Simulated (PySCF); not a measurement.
C7H8S.
SMILES with atom numbers: `[CH3:1][S:2][c:3]1[cH:4][cH:5][cH:6][cH:7][cH:8]1` (hydrogens: H9, H10, H11 on C1; H12 on C4; H13 on C5; H14 on C6; H15 on C7; H16 on C8)

Structure used (PBE0-D3(BJ)/def2-SVP), in Å, numbered top down from 1:
```xyz
16
C7H8S angstrom
C     -2.8534   -0.9031   -0.4786
S     -2.0735    0.7023   -0.6901
C     -0.4013    0.4111   -0.2162
C      0.1025   -0.8250    0.2049
C      1.4463   -0.9486    0.5596
C      2.3026    0.1472    0.5010
C      1.8005    1.3804    0.0806
C      0.4640    1.5156   -0.2750
H     -3.9047   -0.7621   -0.7639
H     -2.4099   -1.6641   -1.1375
H     -2.8154   -1.2422    0.5670
H     -0.5442   -1.7011    0.2606
H      1.8233   -1.9209    0.8863
H      3.3532    0.0439    0.7800
H      2.4587    2.2511    0.0286
H      0.0789    2.4848   -0.6025
```

Level: PBE0/pcSseg-1 and B3LYP/def2-SVPD in PySCF, non-relativistic, on one gas-phase PBE0-D3(BJ)/def2-SVP geometry that isn't relaxed in the solvent. The solvent is an IEF-PCM continuum (van der Waals radii × 1.2). Specific hydrogen bonds and non-electrostatic terms are outside this model.

Gas phase at PBE0/pcSseg-1: HOMO -6.09 eV, LUMO -0.31 eV, dipole 1.38 D.

Q: What does the continuum do to the energy, the frontier levels and the dipole at PBE0/pcSseg-1 in chloroform, acetonitrile and water?

A: 
```
     solvent      ε  E(solvent) − E(gas) (kcal/mol)  polarisation term (kcal/mol)  distortion of the solute (kcal/mol)  HOMO (eV)  LUMO (eV)  dipole (D)
  chloroform  4.711                           -3.47                         -3.82                                 0.35      -6.15      -0.35        1.77
acetonitrile  35.69                           -4.93                         -5.67                                 0.74      -6.20      -0.38        1.95
       water  78.36                           -5.08                         -5.85                                 0.77      -6.21      -0.39        1.97
```

The polarisation term is half the interaction of the solute with the surface charges that it induces; the rest is the cost of distorting the solute's density. The sum is the electrostatic part of solvation alone. From chloroform to water the lowering changes by a factor 1.46, Onsager's factor (ε − 1)/(2ε + 1) by 1.38 and ε itself by 16.6.

Q: Which radius a makes the point-dipole formula ΔE = −[(ε − 1)/(2ε + 1)]·μ²/a³ give the value in water, with the gas-phase dipole?

A: μ = 0.541 au and |ΔE| = 0.00809 Eh give a = 1.38 Å; the farthest nucleus lies 3.97 Å from the centroid of the nuclei, so such a sphere wouldn't even hold the nuclei. The formula assumes a rigid point dipole at the centre of a sphere.

Q: Give the dipole vector in the frame of the coordinates (D, pointing from negative to positive charge), gas and water.

A: Gas (-0.18, -1.33, 0.29), solvent (-0.20, -1.91, 0.43). Its length changes by +43 % and its direction by 2°.

Q: Which Hirshfeld charges (PBE0/pcSseg-1) respond most in acetonitrile (means over atoms taken as equivalent)?

A: 
```csv
atoms,environment,gas (e),solvent (e),change
S2,sulfide sulfur,+0.022,-0.004,-0.026
C3,substituted aromatic carbon,-0.019,-0.029,-0.010
H9/H10/H11,methyl hydrogen,+0.050,+0.057,+0.007
H13/H15,aromatic hydrogen,+0.051,+0.059,+0.008
H12/H16,aromatic hydrogen,+0.045,+0.053,+0.008
H14,aromatic hydrogen,+0.049,+0.056,+0.007
C4/C8,aromatic CH carbon,-0.064,-0.070,-0.006
C6,aromatic CH carbon,-0.058,-0.063,-0.005
C5/C7,aromatic CH carbon,-0.047,-0.052,-0.005
C1,S-methyl carbon,-0.116,-0.111,+0.005
```

Q: How do the nuclear quadrupole coupling constants eQVzz/h respond in acetonitrile?

A: 
```tsv
nucleus	Q (barn)	gas (MHz)	solvent (MHz)	η gas	η solvent
33S at S2	-0.06781	44.55	42.79	0.73	0.75
```

Gas phase at B3LYP/def2-SVPD: HOMO -5.88 eV, LUMO -0.56 eV, dipole 1.32 D.

Q: What does the continuum do to the energy, the frontier levels and the dipole at B3LYP/def2-SVPD in chloroform and acetonitrile?

A: 
```json
{"solvent": "chloroform", "ε": "4.711", "E(solvent) − E(gas) (kcal/mol)": "-2.93", "polarisation term (kcal/mol)": "-3.29", "distortion of the solute (kcal/mol)": "0.36", "HOMO (eV)": "-5.91", "LUMO (eV)": "-0.57", "dipole (D)": "1.75"}
{"solvent": "acetonitrile", "ε": "35.69", "E(solvent) − E(gas) (kcal/mol)": "-4.19", "polarisation term (kcal/mol)": "-4.93", "distortion of the solute (kcal/mol)": "0.74", "HOMO (eV)": "-5.95", "LUMO (eV)": "-0.59", "dipole (D)": "1.95"}
```

The atom shares or the degeneracy of the LUMO differ from the gas phase in acetonitrile, so that column needn't follow one orbital.

Q: How does the static polarisability (B3LYP/def2-SVPD, frozen core, with the continuum's full static response) change?

A: 
| medium | isotropic (au) | principal values (au) | ⟨r²⟩ of the electrons (bohr²) |
| --- | --- | --- | --- |
| gas | 105.3 | 64.6, 106.4, 144.9 | 1240.3 |
| chloroform | 136.0 | 82.3, 140.3, 185.3 | 1239.0 |
| acetonitrile | 150.8 | 94.0, 156.9, 201.7 | 1238.4 |

The isotropic value in acetonitrile is 1.43 times the gas-phase one; no cavity-field correction is applied. ⟨r²⟩ is taken about the centre of nuclear charge.
